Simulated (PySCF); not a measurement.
The numbers are results of PBE0-D3(BJ)/def2-TZVP // PBE0-D3(BJ)/def2-SVP (PySCF), not measurements. Gas-phase values, no solvent. One relaxed conformer stands for a flexible species; it need not be the lowest. Excitations are Tamm–Dancoff values on a coarser integration grid. The basis has no diffuse functions, so Rydberg states are missing or too high.

Reference species (SMILES): `Bc1c(C#C)ccc2ccsc12` (neutral, multiplicity 1).

```yaml
S1 oscillator strength: 0.072
S1–T1 gap (TDA): 0.99 eV
LUMO: -2.41 eV
HOMO: -6.52 eV
```

Changed species: `c1(B)cc2c(s1)ccc(c2)C#C`.

What does the change do to the S1 oscillator strength, S1–T1 gap (TDA), LUMO and HOMO?

the S1 oscillator strength drops by 0.043, to 0.029; the S1–T1 gap (TDA) stays essentially unchanged; the LUMO decreases by 0.06 eV, to -2.47 eV; the HOMO falls by 0.11 eV, to -6.63 eV.
